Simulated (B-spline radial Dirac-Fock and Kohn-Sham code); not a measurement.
ΔSCF core binding energies without Breit or QED terms, calculated with an atomic code on a B-spline grid.

A sound run for the Tc⁶⁺ ion, configuration [Kr] 4d1: The ground state converged in 9 iterations, with total energy -4276.25356 Ha, virial ratio 1.96240 and highest orbital energy -87.98 eV. ΔSCF binding energies: K (1s) 21206.7 eV, L3 (2p3/2) 2787.1 eV, M5 (3d5/2) 355.8 eV.

A second run, with one unsound setting: The ground state converged in 9 iterations, with total energy -4059.37369 Ha, virial ratio 2.04826 and highest orbital energy -88.72 eV. ΔSCF binding energies: K (1s) 18700.2 eV, L3 (2p3/2) 2806.3 eV, M5 (3d5/2) 359.9 eV.

```
iter   energy (Ha)        error
   1    -4053.01297051  1.83e+00
   2    -4058.61317937  3.42e-01
   3    -4059.30536351  9.25e-02
   4    -4059.36715644  2.26e-02
   5    -4059.37271763  1.33e-02
   6    -4059.37368934  5.36e-04
   7    -4059.37369220  6.11e-05
   8    -4059.37369224  5.06e-06
   9    -4059.37369224  1.67e-07
```

**Question.** Which fault fits the second run best?
A. functional not served
B. speed of light below Z
C. too few iterations
D. nuclear radius in wrong units

**Answer.** D. The input had radius_factor = 100.0: radius_factor inflates the nucleus far beyond its size, which weakens the binding of the inner electrons.
